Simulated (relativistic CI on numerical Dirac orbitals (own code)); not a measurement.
**Magnetism of Nd2+, 4f4, in a crystal field**

Calculated by Dirac-Coulomb-Breit CI, orbitals from a KLI potential per configuration, QED by a radiative potential, valence Slater integrals scaled by 0.8, one configuration in a parametric crystal field (own radial code).

Field parameters in Wybourne normalisation; cubic f-shell fields have B⁴₄ = √(5/14) B⁴₀ and B⁶₄ = −√(7/2) B⁶₀. The field is a parameter set, without covalency.

S is read from ⟨S²⟩ = S(S + 1).

Powder χT (cm³ K mol⁻¹) by Van Vleck's formula, with temperature-independent terms:

| Field | 2 K | 5 K | 10 K | 20 K | 50 K | 100 K | 200 K | 300 K |
| --- | --- | --- | --- | --- | --- | --- | --- | --- |
| C2v, B20 = -470, B22 = 10, B40 = 290, B42 = -170, B44 = -230, B60 = -190, B62 = -130, B64 = 280, B66 = 330 cm⁻¹ | 0.251 | 0.349 | 0.425 | 0.522 | 0.699 | 0.846 | 0.96 | 1.03 |
| D3d, B20 = 1100, B40 = 260, B43 = 910, B60 = -190, B63 = 0, B66 = 180 cm⁻¹ | 0.205 | 0.43 | 0.546 | 0.629 | 0.763 | 0.865 | 0.964 | 1.04 |
| D3d, B20 = 1060, B40 = -850, B43 = 210, B60 = -200, B63 = 10, B66 = -270 cm⁻¹ | 0.149 | 0.365 | 0.595 | 0.732 | 0.829 | 0.893 | 0.972 | 1.04 |
| D4h, B20 = 1380, B40 = -650, B44 = 350, B60 = -240, B64 = -570 cm⁻¹ | 0.129 | 0.314 | 0.497 | 0.603 | 0.693 | 0.793 | 0.924 | 1.01 |
| Oh, B40 = -1670, B60 = 540 cm⁻¹ | 0.00933 | 0.0233 | 0.0466 | 0.0933 | 0.233 | 0.458 | 0.764 | 0.929 |
| Oh, B40 = 1380, B60 = 440 cm⁻¹ | 0.559 | 0.565 | 0.575 | 0.595 | 0.652 | 0.75 | 0.894 | 0.994 |

Question: For D3d, B20 = 1100, B40 = 260, B43 = 910, B60 = -190, B63 = 0, B66 = 180 cm⁻¹: what effective moment follows at 300 K?

Answer: μ_eff = √(8χT) = 2.88 μB. The LS value g√(J(J + 1)) of the free ion's 5I_4 level is 2.68 μB.
